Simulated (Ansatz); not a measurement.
PBE exchange is replaced step by step with exact exchange (0 % is PBE, 25 % PBE0; no dispersion term), basis def2-TZVPD, Ansatz. System: Cs₂I₂⁻. Total charge -1; doublet. Geometry: PBE-D4/def2-SVPD, each spin state at its own.

The relaxed quartet has other bonds than the doublet, so its gap is one between isomers.

Geometry of the doublet:

```
atom   x (Å)   y (Å)   z (Å)
 Cs1  -1.055   0.636   2.146
 Cs2   1.044  -0.636  -2.152
  I3  -0.236  -2.663   0.675
  I4   0.247   2.663  -0.669
```

In the def2 sets Cs, I take a core potential; there is no spin–orbit coupling. At PBE-D4/def2-TZVPD, PBE with 5 % exact exchange/def2-TZVPD, PBE with 10 % exact exchange/def2-TZVPD, PBE with 15 % exact exchange/def2-TZVPD and others the highest occupied level of the charge -1 doublet lies above zero (up to 0.49 eV). By energy differences its removal costs 0.48 eV (vertical, to the charge 0 singlet, at PBE-D4/def2-TZVPD); a positive level beside a positive removal energy at the same level points to self-interaction error. At PBE-D4/def2-TZVPD, PBE with 5 % exact exchange/def2-TZVPD, PBE with 10 % exact exchange/def2-TZVPD, PBE with 15 % exact exchange/def2-TZVPD the highest occupied level of the charge -1 quartet lies above zero (up to 0.28 eV). It is a level of α spin, whose loss leaves a triplet; that state wasn't run at this geometry and level. The electron is either unbound and held by the finite basis, or the level is raised by self-interaction error. At PBE-D4/def2-TZVPD the gap within one spin of the charge -1 doublet nearly closes, so an electron or hole may be smeared out by delocalisation error. The structure comes from a short search, and lower isomers may exist.

HOMO and LUMO are taken over both spins.

```
exact exchange (%)  HOMO (eV)  LUMO (eV)  gap (eV)   ⟨S²⟩  quartet − doublet (kJ/mol)
                 0       0.49       0.58      0.09  0.750                       276.0
                10       0.42       0.65      0.23  0.750                       280.3
                15       0.39       0.68      0.29  0.750                       282.5
                25       0.32       0.74      0.43  0.750                       286.9
                35       0.25       0.81      0.56  0.750                       291.4
                50       0.16       0.90      0.75  0.750                       298.1
```

Task: Fit a straight line to the column «quartet − doublet (kJ/mol)» against the share of exact exchange and predict its value at 5 %.

Result: With x = exact exchange (%) and y = quartet − doublet (kJ/mol): mean x = 22.5, mean y = 285.9; Σ(x − x̄)(y − ȳ) = 725, Σ(x − x̄)² = 1638; slope b = 0.4426, intercept a = ȳ − b·x̄ = 275.9. The residuals of the fitted rows reach 0.1. At x = 5 the line gives 275.9 + (0.4426 × 5) = 278.1; the run gave 278.2, 0.1 more than the line.
